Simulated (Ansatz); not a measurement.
`C[N](C)[GeH]([OH])[N](C)C` and `C[N](C)[Ge]([OH])([N](C)C)[N](C)C` differ in one atom or group.

Ansatz, PBE0-D4/def2-TZVP geometries, multiplicity 1. Each molecule was computed in one conformer, which needn't be the lowest.

Scalar relativity is left out up to krypton.

| property | `C[N](C)[GeH]([OH])[N](C)C` |
| --- | --- |
| HOMO–LUMO gap (ωB97M-V/def2-TZVPP) / eV | 10.69 |
| HOMO energy (PBE/def2-TZVPP) / eV | -4.87 |
| LUMO energy (PBE/def2-TZVPP) / eV | -0.16 |
| HOMO–LUMO gap (B3LYP/def2-TZVPP) / eV | 6.37 |
| size of the dipole moment (PBE/def2-TZVPP) / D | 1.48 |
| LUMO energy (PBE0/def2-TZVPP) / eV | 0.73 |

(1) Give the same properties after the change, and the shifts. (Estimate.)

Results:

(1) The calculation gave: 
```tsv
property	`C[N](C)[Ge]([OH])([N](C)C)[N](C)C`	shift
HOMO–LUMO gap (ωB97M-V/def2-TZVPP) / eV	10.16	-0.53
HOMO energy (PBE/def2-TZVPP) / eV	-4.54	0.33
LUMO energy (PBE/def2-TZVPP) / eV	-0.30	-0.14
HOMO–LUMO gap (B3LYP/def2-TZVPP) / eV	5.90	-0.47
size of the dipole moment (PBE/def2-TZVPP) / D	1.12	-0.36
LUMO energy (PBE0/def2-TZVPP) / eV	0.58	-0.15
```

With PBE0 the HOMO rises by 0.34 eV and the LUMO falls by 0.15 eV, so the gap narrows by about 0.49 eV. PBE moves the HOMO by 0.33 eV and ωB97M-V by 0.36 eV. Dipoles are sizes alone; their direction can turn.

B3LYP here is the variant with VWN-RPA as its local correlation; programs differ in this.
